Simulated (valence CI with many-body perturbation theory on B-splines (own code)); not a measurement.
## E1 line list for Ir45+

Computed by valence CI with perturbative core correlation (CI+MBPT): four valence electrons over a frozen Dirac-Fock core [Ar] 3d10, radial functions for each j: 11 s, 11 p, 10 d, 8 f, 5 g, 2 h, with the one-electron correlation potential Σ1 (screened to all orders), the two-electron term Σ2, the three-electron term Σ3, Breit, model QED; selected single and double excitations, second order for the rest, scaled by the run's own slope (own B-spline code, finite nucleus).

The last digits are not significant, and no measured levels were compared; by estimate large intervals hold to a few tenths of a per cent, small ones and those within an open d or f shell to about a per cent. Among the levels kept, up to 420 cm⁻¹ of a level comes from second order outside the variational space, and about a tenth of that is noise between levels of different J, which matters for small intervals.

Lines 101 to 150 of 550 in falling wavelength, among levels below 54.766 Ry, chosen from the strongest by gf and those to the six lowest levels. Wavelengths and rates use the calculated energies. Electric multipoles are in the length gauge, E1 and E2 with the static RPA response of the core. Weak lines are less certain than strong ones. Lines between different terms over intervals too small for the method are left out, as are lines whose strength nearly cancels. Where a level lies close to another of its J and parity, the split of strength between their lines is uncertain. The highest levels of a list are the least certain.

Levels are named by their leading jj configuration (3d3/2^4 stands for four electrons in 3d with j = 3/2), which in mixed levels can hold well under half, so a name can repeat and another be missing. Letters in brackets count levels of one name in rising energy.

```csv
λ vac (nm),Upper,Lower,A (s⁻¹),S (a.u.)
6.470,(4s 4p1/2 4p3/2 4d5/2) J=2 [a],(4s 4p1/2 4p3/2^2) J=2 [a],1.12e+11,7.48e-02
6.462,(4s^2 4d3/2 4d5/2) J=3,(4s^2 4p3/2 4d3/2) J=2,9.18e+10,8.56e-02
6.456,(4s 4p1/2 4p3/2 4f7/2) J=3 [e],(4s 4p1/2 4p3/2 4d5/2) J=2 [c],1.78e+11,1.65e-01
6.450,(4s 4p3/2^2 4d5/2) J=4 [a],(4s^2 4p3/2 4d5/2) J=3,9.30e+10,1.11e-01
6.449,(4s 4p1/2 4d3/2 4d5/2) J=4 [c],(4s 4p1/2 4p3/2 4d5/2) J=4 [a],4.36e+10,5.20e-02
6.445,(4s^2 4p3/2 4f7/2) J=3,(4s^2 4p3/2 4d5/2) J=2,1.05e+11,9.71e-02
6.436,(4s 4p1/2 4p3/2 4f7/2) J=2 [b],(4s 4p1/2 4p3/2 4d5/2) J=2 [b],1.05e+11,6.90e-02
6.432,(4s^2 4d5/2^2) J=4,(4s^2 4p3/2 4d5/2) J=4,5.43e+10,6.42e-02
6.425,(4s 4p1/2 4p3/2 4f7/2) J=2 [c],(4s 4p1/2 4p3/2 4d5/2) J=1 [b],2.56e+11,1.67e-01
6.422,(4s 4p1/2 4d3/2 4d5/2) J=3 [a],(4s 4p1/2 4p3/2 4d3/2) J=3 [a],4.10e+10,3.75e-02
6.412,(4s 4p1/2 4p3/2 4f7/2) J=5 [d],(4s 4p1/2 4p3/2 4d5/2) J=4 [c],2.86e+11,4.10e-01
6.411,(4s 4p1/2 4d5/2^2) J=1 [b],(4s 4p1/2 4p3/2 4d5/2) J=1 [c],3.53e+11,1.38e-01
6.405,(4s^2 4p1/2 4d5/2) J=3,(4s^2 4p1/2 4p3/2) J=2,1.95e+11,1.77e-01
6.399,(4s 4p1/2 4p3/2 4f7/2) J=5 [b],(4s 4p1/2 4p3/2 4d5/2) J=5,3.54e+10,5.03e-02
6.398,(4s^2 4p1/2 4f7/2) J=4,(4s^2 4p1/2 4d5/2) J=3,1.34e+11,1.56e-01
6.396,(4s^2 4d3/2 4d5/2) J=2,(4s^2 4p3/2 4d3/2) J=1,8.76e+10,5.66e-02
6.392,(4s 4p1/2 4d3/2 4d5/2) J=3 [c],(4s 4p1/2 4p3/2 4d3/2) J=2 [c],1.12e+11,1.01e-01
6.385,(4s 4p1/2 4d3/2 4d5/2) J=4 [a],(4s 4p1/2 4p3/2 4d3/2) J=3 [a],6.89e+10,7.97e-02
6.372,(4s 4p1/2 4p3/2 4f7/2) J=2 [a],(4s 4p1/2 4p3/2 4d5/2) J=2 [a],1.73e+11,1.10e-01
6.367,(4s 4p1/2 4p3/2 4f7/2) J=1,(4s 4p1/2 4p3/2 4d5/2) J=1 [a],1.13e+11,4.30e-02
6.356,(4s 4p1/2 4d5/2^2) J=3 [b],(4s 4p1/2 4p3/2 4d5/2) J=2 [b],1.47e+11,1.30e-01
6.354,(4s 4p1/2 4p3/2 4f7/2) J=2 [b],(4s 4p1/2 4p3/2 4d5/2) J=1 [a],8.72e+10,5.52e-02
6.348,(4p1/2^2 4p3/2 4d5/2) J=1,(4p1/2^2 4p3/2^2) J=0,2.82e+11,1.07e-01
6.347,(4s 4p1/2 4p3/2 4f7/2) J=3 [d],(4s 4p1/2 4p3/2 4d3/2) J=2 [d],5.37e+10,4.74e-02
6.346,(4s 4p1/2 4p3/2 4f7/2) J=5 [c],(4s 4p1/2 4p3/2 4d5/2) J=4 [b],1.94e+11,2.68e-01
6.342,(4s^2 4d3/2 4d5/2) J=2,(4s^2 4p3/2 4d3/2) J=2,9.11e+10,5.73e-02
6.339,(4s^2 4p3/2 4f7/2) J=5,(4s^2 4p3/2 4d5/2) J=4,1.60e+11,2.21e-01
6.325,(4s^2 4p1/2 4d5/2) J=2,(4s^2 4p1/2 4p3/2) J=1,1.83e+11,1.14e-01
6.322,(4s 4p1/2 4p3/2 4d5/2) J=0,(4s 4p1/2 4p3/2^2) J=1 [b],3.80e+11,4.73e-02
6.321,(4s 4p1/2 4d5/2^2) J=5,(4s 4p1/2 4p3/2 4d5/2) J=5,1.37e+11,1.87e-01
6.320,(4s 4p1/2 4p3/2 4d5/2) J=3 [b],(4s 4p1/2 4p3/2^2) J=3,7.65e+10,6.68e-02
6.317,(4s 4p1/2 4p3/2 4f5/2) J=4 [a],(4s 4p1/2 4p3/2 4d5/2) J=4 [a],5.29e+10,5.93e-02
6.313,(4s 4p1/2 4d3/2 4d5/2) J=3 [a],(4s 4p1/2 4p3/2 4d3/2) J=2 [a],1.22e+11,1.06e-01
6.303,(4s 4p1/2 4p3/2 4f7/2) J=6,(4s 4p1/2 4p3/2 4d5/2) J=5,2.22e+11,3.57e-01
6.293,(4s 4p1/2 4p3/2 4d5/2) J=2 [b],(4s 4p1/2 4p3/2^2) J=3,6.77e+10,4.17e-02
6.293,(4s 4p1/2^2 4d5/2) J=3,(4s 4p1/2^2 4p3/2) J=2,2.66e+11,2.29e-01
6.290,(4s 4p3/2^2 4d3/2) J=4,(4s^2 4p3/2 4d5/2) J=3,9.71e+10,1.07e-01
6.288,(4s 4p1/2 4d3/2 4d5/2) J=2 [c],(4s 4p1/2 4p3/2 4d3/2) J=1 [b],1.37e+11,8.41e-02
6.277,(4s 4p1/2 4d3/2 4d5/2) J=5,(4s 4p1/2 4p3/2 4d3/2) J=4,5.52e+10,7.42e-02
6.273,(4s^2 4p3/2 4f7/2) J=2,(4s^2 4p3/2 4d5/2) J=2,3.12e+11,1.90e-01
6.272,(4s 4p1/2 4p3/2 4d5/2) J=2 [c],(4s 4p1/2 4p3/2^2) J=2 [b],7.53e+10,4.58e-02
6.270,(4s 4p3/2^2 4d5/2) J=1 [b],(4s 4p3/2^3) J=1,4.44e+11,1.62e-01
6.269,(4s 4p1/2 4p3/2 4f5/2) J=2 [a],(4s 4p1/2 4p3/2 4d3/2) J=2 [b],7.77e+10,4.72e-02
6.268,(4s 4p1/2 4p3/2 4d5/2) J=4 [b],(4s 4p1/2 4p3/2^2) J=3,1.43e+11,1.56e-01
6.267,(4s 4p1/2 4p3/2 4f7/2) J=4 [d],(4s 4p1/2 4p3/2 4d5/2) J=3 [b],1.21e+11,1.32e-01
6.256,(4s 4p1/2 4p3/2 4d5/2) J=3 [a],(4s 4p1/2 4p3/2^2) J=2 [a],1.02e+11,8.66e-02
6.254,(4s 4p1/2 4p3/2 4f7/2) J=5 [a],(4s 4p1/2 4p3/2 4d5/2) J=4 [a],2.42e+11,3.22e-01
6.237,(4s 4p1/2 4d3/2 4d5/2) J=4 [a],(4s^2 4p1/2 4f5/2) J=3,4.42e+10,4.77e-02
6.232,(4s 4p1/2 4p3/2 4d5/2) J=1 [c],(4s 4p1/2 4p3/2^2) J=1 [a],4.02e+11,1.44e-01
6.230,(4s 4p1/2 4p3/2 4f7/2) J=2 [b],(4s 4p1/2 4p3/2 4d5/2) J=3 [a],8.32e+10,4.96e-02
```
